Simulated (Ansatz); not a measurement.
`C=C[O][InH][F]` + `[Cl][GeH3]` → `C=[CH][GeH2][Cl]` + `[OH][InH][F]`  (formal exchange of groups at a C–O bond)

Program: Ansatz. Geometries: PBE0-D4/def2-TZVP. ΔE: electronic, gas phase. CCSD(T)/CBS adds triple-zeta CCSD(T) − MP2 to the extrapolated MP2 energy (def2 sets, frozen cores). DFT in def2-TZVPP. B3LYP here is the variant with VWN-RPA as its local correlation; programs differ in this. def2 core potentials past Kr. For Ge, In outer-core shells are correlated without core-valence functions, which leaves a few kJ/mol of doubt a bond. Scalar relativity is left out up to krypton. Each species was taken in one conformer, which may not be the lowest.

```
         level  ΔE (kJ/mol)
      B3LYP-D4        -35.4
MP2/def2-TZVPP        -54.4
```

Problem. What does CCSD(T)/CBS give? (An estimate is asked.)

Solution. The calculation gave: -50.6 kJ/mol. The listed levels differ from it by 15.2, -3.8 kJ/mol.

Largest T1 diagnostic among the species: 0.017.

In def2-TZVPP, CCSD(T) changes the Hartree–Fock value by −14.4 kJ/mol (the triples alone add −0.2 kJ/mol) and MP2 by −21.7 kJ/mol.

CCSD(T)/CBS has its own doubt, a few kJ/mol and more with outer-core shells, so smaller differences from it don't rank the levels.
